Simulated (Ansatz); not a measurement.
Compare A (`[CH2][Al]([CH3])[Br]`•) with its isomer B (`C[CH2][Al][Br]`•).

Calculated with Ansatz (gas phase, PBE0-D4/def2-TZVP geometries, no zero-point term in ΔE). CCSD(T)/CBS adds triple-zeta CCSD(T) − MP2 to the extrapolated MP2 energy (def2 sets, frozen cores). Functionals use def2-TZVPP. B3LYP here is the variant with VWN-RPA as its local correlation; programs differ in this. No spin–orbit coupling; open shells (•) take unrestricted orbitals. For Br outer-core shells are correlated without core-valence functions, which leaves a few kJ/mol of doubt a bond. Scalar relativity is left out up to krypton. One conformer a species, not always the lowest.

A:

Z-matrix (Å, degrees):
```
C
Al 1 1.940
H 1 1.094 2 110.7
H 1 1.094 2 110.8 3 118.1
H 1 1.093 2 112.2 3 -120.9
Br 2 2.271 1 118.2 3 -60.3
C 2 1.916 1 125.7 3 119.7
H 7 1.088 2 123.7 1 -179.9
H 7 1.089 2 123.9 1 0.0
```

B:

```xyz
9

C     0.2159   -0.9332   -0.1077
C    -0.6929    0.1572    0.4497
Al   -0.1241    2.0149    0.0639
Br    1.7389    2.2811   -1.2421
H     1.2292   -0.8598    0.2930
H    -0.1633   -1.9304    0.1376
H     0.3015   -0.8721   -1.1947
H    -1.7147    0.0628    0.0610
H    -0.7905    0.0794    1.5394
```

Q: Which isomer does CCSD(T)/CBS put lower? Give the gap. (Best estimate.)

A: The calculation gave: B, by 10.0 kJ/mol.

Q: Give E(B) − E(A) in kJ/mol with PBE-D4, MP2/def2-TZVPP, BLYP-D4, CCSD/def2-TZVPP, ωB97M-V, B3LYP, B2PLYP. (An estimate is asked.)

A: The calculation gave: PBE-D4 -32.4, MP2/def2-TZVPP -19.8, BLYP-D4 -20.6, CCSD/def2-TZVPP -5.2, ωB97M-V -7.5, B3LYP -10.5, B2PLYP -10.8. None reverses the order clearly.

Largest T1 diagnostic: 0.011.

From PBE to PBE0 (25 % exact exchange), in def2-TZVPP and without D4, E(B) − E(A) moves by +8.2 kJ/mol. Leaving LDA and LC-ωPBE aside and taking each functional with its dispersion term where it has one, the values, not all of them listed here, spread over 28.9 kJ/mol, from revPBE-D4 to BHLYP-D4. LDA lies −23.1 kJ/mol from PBE without D4.
